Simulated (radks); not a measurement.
The numbers below are computed, except where a source is named.
Charge is removed step by step from the 6s up level of Os+, starting from [Xe] 4f14 5d6 6s(up 1, down 0). Code: a radial shooting solver on a logarithmic mesh with Libxc functionals. Model: scalar-relativistic Kohn-Sham, SCAN, spin-polarised, spherical densities, finite nucleus; open shells are filled with parallel spins first (spin-orbit coupling, left out, can overturn this in heavy ions); meta-GGA in the generalised Kohn-Sham scheme; Fermi nuclear charge, rms radius 5.4126 fm.

removed (e),E - E(0) (eV),eigenvalue (eV)
0,0.000,-14.216
0.1,1.458,-15.033
0.2,3.003,-15.816
0.3,4.622,-16.564
0.4,6.315,-17.282
0.5,8.078,-17.978
0.6,9.908,-18.660
0.7,11.811,-19.336
0.8,13.774,-20.010
0.9,15.809,-20.685

The mean slope of the eigenvalue, de/dn, is 7.19 eV per electron.
